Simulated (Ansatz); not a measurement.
BH$_{3}$Se, SMILES `B[SeH]` at its PBE0-D4/def2-TZVP geometry, where that method's forces vanish. Total charge 0; spin multiplicity 1.

```xyz
5

B    -0.3519   -0.4255    0.3193
Se    1.2854    0.3410   -0.2608
H    -1.3963    0.0324   -0.0175
H    -0.2545   -1.3769    1.0289
H     0.7173    1.4289   -1.0699
```

**Question.** What forces (eV/Å) does PBE-D4/def2-TZVPP give on these atoms in Ansatz? (Best estimate.)

**Answer.** Ansatz gave: 
```
B1  -0.065 -0.008  0.006
Se2  0.258 -0.150  0.111
H3  -0.112  0.052 -0.038
H4   0.029 -0.103  0.077
H5  -0.111  0.209 -0.156
```
